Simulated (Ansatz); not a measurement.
Ansatz (a first-principles code) job for BH₂, SMILES [BH2+], charge +1, PBE/def2-TZVPD. The structure is a stationary point at r2SCAN-D4/def2-TZVPD.

Ansatz 0.2 input:
```yaml
crystal:
  periodic: [false, false, false]
  atoms:
    - {symbol: B, position_ang: [0.00000000, 0.00000000, 0.00000000]}
    - {symbol: H, position_ang: [0.00000000, 0.00000000, -1.17744102]}
    - {symbol: H, position_ang: [0.00000000, 0.00000000, 1.17744102]}
basis:
  gaussian:
    orbitals: def2-TZVPD
hamiltonian:
  xc: {name: PBE}
total_charge: 1
```

Program output:

```
WARN ansatz: RAYON_NUM_THREADS=1 ignored (pool sized by the plan → 1); use --threads N
Functional definition: PBE
integrals: 0.00 GiB planned
267 factors; their error is unknown
mean field: 0.08 GiB planned
mean field evaluation 1: about -695.2348 eV, gradient 1.4e1 eV
mean field evaluation 2: about -695.8645 eV, gradient 4.9e0 eV
mean field evaluation 4: about -695.9437 eV, gradient 2.3e-2 eV
mean field evaluation 8: about -695.9300 eV, gradient 3.6e-5 eV
mean field -695.93004330 eV, -25.5749573731 hartree, gradient 7.2e-5 eV, S^2 0.000000; 0 other end points of the search recorded, 0 dependent functions left out
reference -695.93006969 eV, -25.5749583429 hartree; 3, 3 occupied and 52, 52 virtual orbitals, 267 factors
Total energy: -695.93006969 eV, -25.5749583429 hartree
```

The run converged.

Cost: very roughly 0.29 core-seconds.
